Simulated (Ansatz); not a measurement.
Stepwise reaction of `[NH2][GeH2][NH2]` with water, as a gas-phase model of exchange steps in deposition or etching. ΔE in kJ/mol.

Computed with Ansatz on PBE0-D4/def2-TZVP structures; ΔE is electronic, products minus reactants. CBS: MP2 limit from def2 TZ/QZ plus the TZ coupled-cluster correction, frozen cores. This one scheme is used for every species. DFT in def2-TZVPP. B3LYP here is the variant with VWN-RPA as its local correlation; programs differ in this. For Ge outer-core shells are correlated without core-valence functions, which leaves a few kJ/mol of doubt a bond. Scalar relativity is left out up to krypton. Each species was taken in one conformer, which may not be the lowest.

```csv
step,reaction,PBE-D4,B3LYP-D4,ωB97M-V,CCSD(T)/CBS
2,`[NH2][GeH2][OH]` + H₂O → `[OH][GeH2][OH]` + NH₃,-30.3,-31.9,-31.0,-26.5
```

Task: Give the row of step 1, `[NH2][GeH2][NH2]` + H₂O → `[NH2][GeH2][OH]` + NH₃. (An estimate is asked.)

Result: Ansatz gave: 
```json
{"step": "1", "reaction": "`[NH2][GeH2][NH2]` + H₂O → `[NH2][GeH2][OH]` + NH₃", "PBE-D4": "-21.7", "B3LYP-D4": "-23.6", "ωB97M-V": "-22.8", "CCSD(T)/CBS": "-19.2"}
```

Task: By hand: ΔE of the 2 steps together at CCSD(T)/CBS.

Result: (-19.2) + (-26.5) = -45.7 kJ/mol, or -22.9 kJ/mol a step.

In ΔE each step is lower than the one before. All are downhill at CCSD(T)/CBS. PBE-D4 differs from CCSD(T)/CBS by -3.8 to -2.5 kJ/mol a step. Isolated molecules leave out the surface, adducts and barriers. Largest T1 diagnostic: 0.012.
